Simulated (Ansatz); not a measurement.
```xyz
9

F     1.1364    0.6364   -1.9804
Si    0.0941   -0.4511   -1.4828
F    -1.3314    0.0912   -1.9207
O     0.1710   -0.6295    0.1030
Ge   -0.0658    0.3451    1.5835
H     0.3589   -1.7199   -2.1666
H     1.0673   -0.0698    2.5263
H     0.0140    1.8287    1.2004
H    -1.4445   -0.0310    2.1372
```

Total charge 0; spin multiplicity 1.

**Question.** List the PBE0/def2-TZVPP orbital energies in eV (Ansatz). (Best estimate.)

**Answer.** Ansatz gave: Occupied: -10860.87, -1804.47, -1359.09, -1208.91, -1208.89, -1208.89, -673.93, -673.92, -523.01, -171.85, -146.54, -121.70, -121.61, -121.61, -101.26, -101.24, -101.17, -34.66, -34.48, -34.47, -34.39, -34.39, -33.64, -33.11, -27.80, -16.98, -15.50, -14.03, -13.51, -13.39, -12.47, -12.41, -11.97, -11.23, -11.04, -10.39, -9.55, -9.38. Lowest empty: -0.17, 0.69, 1.41, 1.54, 1.67, 1.89, 2.75, 3.61.
